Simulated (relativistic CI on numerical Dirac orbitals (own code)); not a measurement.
**Au4+ (5d7) in a crystal field**

Calculated by Dirac-Coulomb-Breit CI, separate exchange-only KLI orbitals for each configuration, model QED, valence Slater integrals scaled by 0.65, one configuration in a parametric crystal field (own radial code).

Field parameters in Wybourne normalisation: D3d B²₀ = −7Dσ, B⁴₀ = −14Dq − 21Dτ, B⁴₃ = −14√(10/7) Dq; Oh B⁴₀ = 21Dq, B⁴₄ = √(5/14) B⁴₀; Td as Oh with Dq negative (B⁴₀ = 21Dq, B⁴₄ = √(5/14) B⁴₀). The field is a parameter set, without covalency.

S and J are read from ⟨S²⟩ = S(S + 1) and ⟨J²⟩ = J(J + 1) of each level; they are not fictitious spins.

Oh, 10Dq = 29650 cm⁻¹, the lowest 16 levels:

```csv
E (cm⁻¹),Degeneracy,Irrep,S,J
0.0,4,Γ8,0.65,3.90
13703,2,Γ6,1.46,4.26
16071,4,Γ8,1.38,3.96
24060,2,Γ7,1.48,2.92
24777,4,Γ8,1.40,3.55
25335,4,Γ8,0.65,3.55
30703,2,Γ7,0.63,3.74
32081,4,Γ8,0.67,4.27
33460,2,Γ6,0.59,4.84
35472,4,Γ8,0.69,3.18
38153,2,Γ6,0.57,2.72
42358,2,Γ7,0.68,2.89
45533,4,Γ8,1.29,3.50
47998,4,Γ8,0.81,3.40
48670,2,Γ6,1.44,3.78
51362,4,Γ8,1.36,3.63
```

Td, 10Dq = -19350 cm⁻¹, the lowest 16 levels:

| E (cm⁻¹) | Degeneracy | Irrep | S | J |
| --- | --- | --- | --- | --- |
| 0.0 | 4 | Γ8 | 1.42 | 4.00 |
| 8160 | 4 | Γ8 | 0.91 | 4.26 |
| 10607 | 2 | Γ6 | 0.81 | 4.21 |
| 12961 | 4 | Γ8 | 0.74 | 3.04 |
| 16856 | 2 | Γ7 | 0.83 | 3.35 |
| 20508 | 4 | Γ8 | 1.04 | 3.42 |
| 23625 | 2 | Γ6 | 1.36 | 3.81 |
| 24128 | 4 | Γ8 | 1.14 | 4.24 |
| 24834 | 4 | Γ8 | 1.35 | 3.48 |
| 24952 | 2 | Γ7 | 1.47 | 3.35 |
| 27836 | 2 | Γ6 | 1.24 | 3.85 |
| 31701 | 4 | Γ8 | 1.25 | 2.99 |
| 32364 | 4 | Γ8 | 1.12 | 2.94 |
| 32868 | 2 | Γ7 | 1.17 | 3.82 |
| 34310 | 4 | Γ8 | 0.58 | 4.79 |
| 35067 | 4 | Γ8 | 0.96 | 3.57 |

D3d, 10Dq = 44250, Dσ = -190, Dτ = -440 cm⁻¹, the lowest 16 levels:

```csv
E (cm⁻¹),Degeneracy,Irrep,S,J
0.0,2,Γ5+Γ6,0.57,3.91
308,2,Γ4,0.57,3.93
25479,2,Γ4,1.47,4.14
27057,2,Γ5+Γ6,1.42,3.85
28942,2,Γ4,1.37,3.89
35373,2,Γ4,1.47,3.07
36218,2,Γ5+Γ6,1.44,3.36
37052,2,Γ4,1.47,3.17
37571,2,Γ4,0.60,3.74
37640,2,Γ5+Γ6,0.60,3.67
42549,2,Γ4,0.69,4.31
42897,2,Γ4,0.56,3.84
44786,2,Γ5+Γ6,0.62,4.31
46067,2,Γ4,0.56,4.74
47670,2,Γ5+Γ6,0.60,3.10
48812,2,Γ4,0.59,3.21
```

Principal g values of the ground doublet: 0.00, 0.00, 2.49.

Levels of this model without a field, named by their leading LS term (the scale mimics covalency, so terms lie below those of the real free ion): 4F_9/2 0, 2P_3/2 8793, 4F_5/2 10657, 4F_7/2 11713, 4F_3/2 17795, 2G_9/2 18506, 4P_5/2 18845, 4P_1/2 21566 cm⁻¹.
